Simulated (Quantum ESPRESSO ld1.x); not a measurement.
Question: The dysprosium ion Dy10+, configuration [Kr] 4d10 4f8 5s2 (the NIST ground configuration). Calculated with ld1.x of Quantum ESPRESSO 7.5: scalar-relativistic Kohn-Sham, LDA (Slater exchange, Perdew-Wang correlation), spin-polarised, spherical densities, point nucleus; open shells are filled with parallel spins first. Some entries of the table are withheld. Estimate them.

orbital  occ.  eigenvalue (eV)  <1/r> (bohr^-1)  r(max) (bohr)
1s down     1         -53787.4            74.52        0.01339
1s up       1         -53787.4            74.52        0.01339
2s up       1         -9100.88            17.32        0.07609
2s down     1         -9100.76            17.32        0.07609
2p up       3         -8097.87            16.09        0.06169
2p down     3         -8097.79            16.09        0.06169
3s up       1         -2158.78            6.368         0.2156
3s down     1         -2155.82            6.374         0.2155
3p up       3         -1850.85            5.971         0.2118
3p down     3         -1847.91            5.977         0.2117
3d up       5         -1453.87            5.666         0.1729
3d down     5         -1451.58            5.672         0.1727
4s up       1         -563.395            2.700         0.4935
4s down     1         -557.345            2.698         0.4934
4p up       3         -461.488            2.481         0.5151
4p down     3         -455.545            2.478         0.5150
4d up       5         -322.438            2.203         0.5322
4d down     5         -316.636            2.198         0.5323
5s up       1         -198.833            1.170          1.087
5s down     1         -195.493            1.158          1.093
4f up       7         -168.498            1.768         0.5207
5p up       0         -168.347            1.057          1.186
5p down     0         -165.503            1.043          1.195
4f down     1         -162.932            1.753         0.5226
5d up       0         -126.736              (1)          1.374
5d down     0         -124.648              (2)          1.390
6s up       0         -101.103           0.6438          2.096
6s down     0         -100.138           0.6388          2.114
5f up       0         -84.7426           0.7153          1.781
5f down     0         -83.4739           0.7052          1.814

Answer: 
(1) 5d up <1/r> (bohr^-1): 0.8970
(2) 5d down <1/r> (bohr^-1): 0.8828
